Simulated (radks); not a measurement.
Exchange energies: the exact (Fock) value of the Kohn-Sham orbitals and density-functional approximations, in hartree. Species: Hg+ [Xe] 4f14 5d10 6s1; Cu [Ar] 3d10 4s1. Method: non-relativistic Kohn-Sham, PBE, spin-polarised, spherical densities, point nucleus; computed with a radial shooting solver on a logarithmic mesh with Libxc functionals. Every spin shell is full or empty, so the densities are truly spherical. Functionals are evaluated on that one density, not self-consistently.

| functional | Hg+ | Cu |
|---|---|---|
| exact | -344.931 | -65.5486 |
| LDA | -331.88 | -61.865 |
| PBEsol | -338.79 | -64.064 |
| RPBE | -344.21 | -65.793 |
| OPTX | -351.54 | -66.279 |
| AM05 | -332.56 | -62.223 |
| EV93 | -343.22 | -66.016 |
| APBE | -345.83 | -66.193 |
| revTPSS | -341.88 | -65.363 |
| r2SCAN | -344.36 | -65.771 |
